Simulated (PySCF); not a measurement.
C3H8N2Si, SMILES N[C@H]1C(=NC1)[SiH3].

Geometry optimised at PBE0-D3(BJ)/def2-SVP. The structure was generated by enumeration; whether it is a known compound was not checked. Other conformers were not sampled.

Computed with PBE0-D3(BJ)/def2-SVP (PySCF).

Frequencies are harmonic and unscaled.

| mode | ν (cm⁻¹) | IR (km/mol) | moving atoms (share of kinetic energy) |
|---|---|---|---|
| 1 | 60 | 0.1 | H 95 % |
| 2 | 131 | 1.0 | N 41 %, H 25 %, Si 20 %, C 15 % |
| 3 | 170 | 3.7 | H 38 %, N 31 %, C 25 % |
| 4 | 230 | 7.1 | C 43 %, N 30 %, H 26 % |
| 5 | 292 | 39.0 | H 83 %, C 9 % |
| 6 | 382 | 13.9 | H 36 %, C 25 %, N 25 %, Si 15 % |
| 7 | 475 | 9.2 | Si 37 %, C 32 %, H 22 %, N 9 % |
| 8 | 513 | 6.6 | H 58 %, C 20 %, N 16 % |
| 9 | 622 | 43.9 | H 74 %, Si 12 %, C 10 % |
| 10 | 699 | 71.9 | H 50 %, C 34 %, N 9 % |
| 11 | 781 | 102.9 | N 41 %, H 40 %, C 18 % |
| 12 | 803 | 85.5 | H 59 %, C 29 %, N 11 % |
| 13 | 901 | 244.0 | H 89 %, Si 8 % |
| 14 | 930 | 35.4 | H 95 % |
| 15 | 945 | 46.5 | H 95 % |
| 16 | 958 | 9.3 | H 45 %, C 43 %, N 11 % |
| 17 | 967 | 15.8 | H 44 %, C 30 %, N 25 % |
| 18 | 1012 | 0.4 | C 40 %, N 31 %, H 29 % |
| 19 | 1097 | 5.7 | H 74 %, C 19 % |
| 20 | 1123 | 6.3 | C 46 %, H 45 % |
| 21 | 1163 | 10.4 | H 56 %, C 36 % |
| 22 | 1217 | 2.2 | H 52 %, C 44 % |
| 23 | 1258 | 16.0 | C 45 %, H 42 %, N 13 % |
| 24 | 1279 | 18.9 | H 53 %, C 40 % |
| 25 | 1410 | 18.0 | H 67 %, C 28 % |
| 26 | 1452 | 3.6 | H 82 %, C 16 % |
| 27 | 1638 | 22.2 | H 86 %, N 10 % |
| 28 | 1659 | 9.9 | C 53 %, N 41 % |
| 29 | 2223 | 89.1 | H 97 % |
| 30 | 2228 | 88.4 | H 97 % |
| 31 | 2263 | 79.8 | H 96 % |
| 32 | 3068 | 29.5 | H 95 % |
| 33 | 3082 | 12.3 | H 92 % |
| 34 | 3136 | 14.4 | H 90 %, C 10 % |
| 35 | 3546 | 1.9 | H 96 % |
| 36 | 3637 | 6.1 | H 92 %, N 8 % |
